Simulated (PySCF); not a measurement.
**Exercise with solution: oscillator strength and radiative lifetime**

F₃H₄NSi₂, SMILES F[Si](F)(F)N[SiH3].

Geometry: B3LYP-D3(BJ)/def2-SVP. One conformer was computed; it need not be the lowest.

TDA-CAM-B3LYP/def2-SVPD (PySCF) puts the first singlet state with f over 0.02 at 8.32 eV (vertical), with the transition dipole (0.000, 0.000, -0.328) in atomic units.

### Question
Find the oscillator strength, the wavelength and the radiative lifetime that this transition would have in vacuum if emission retraced absorption.

### Answer

|μ|² = 0.1076 au, so |μ| = 0.83 D. ΔE = 8.32/27.211 = 0.3058 hartree. f = (2/3) ΔE |μ|² = 0.022 (the program prints 0.022).
λ = 1239.84/8.32 = 149 nm; ν = 67105 cm⁻¹.
Einstein's coefficient A = 0.6670 ν² f s⁻¹ (ν in cm⁻¹) = 6.6e7 s⁻¹, so τ = 1/A = 15 ns. This state is S3; the lower singlets have f = 0.011, 0.008. The figure is the radiative limit of this one transition; relaxation, internal conversion, crossing to triplets and a medium change what is measured.
